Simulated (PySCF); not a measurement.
# Vibration and rotation of BeAs⁺

LDA constants of BeAs⁺, ³Σ⁻ (triplet), unpaired electrons π ↑↑ (Be pcseg-2, As pcseg-2; no relativity (PySCF 2.14); masses 9.0122 and 74.9216 u):

- ωe: 585.4 cm⁻¹
- ωexe: 4.44 cm⁻¹
- Be: 0.47371 cm⁻¹
- αe: 0.00476 cm⁻¹
- D (centrifugal): 1.24e-06 cm⁻¹
- De to Be⁺ + As: 3.18 eV

**Question.** Give the vibrational terms G(v) and spacings up to v = 6.

**Answer.** G(v) = ωe(v+½) − ωexe(v+½)².

```tsv
v	G(v) (cm⁻¹)	G(v) − G(v−1)	Bv (cm⁻¹)
0	292		0.4713
1	868	577	0.4666
2	1436	568	0.4618
3	1995	559	0.4571
4	2544	550	0.4523
5	3085	541	0.4475
6	3618	532	0.4428
```

**Question.** How well does the Morse estimate ωe²/(4ωexe) reproduce De, and what is D0?

**Answer.** It gives 2.39 eV, 75 % of the computed De. D0 = De − G(0) = 3.18 − 0.04 = 3.14 eV.

Spin–orbit coupling is left out. For an ion De counts to the pair picked by the measured ionisation energies or electron affinities, which need not be the lowest pair at this level. The state was picked by a PBE0 search and need not be the measured ground state.
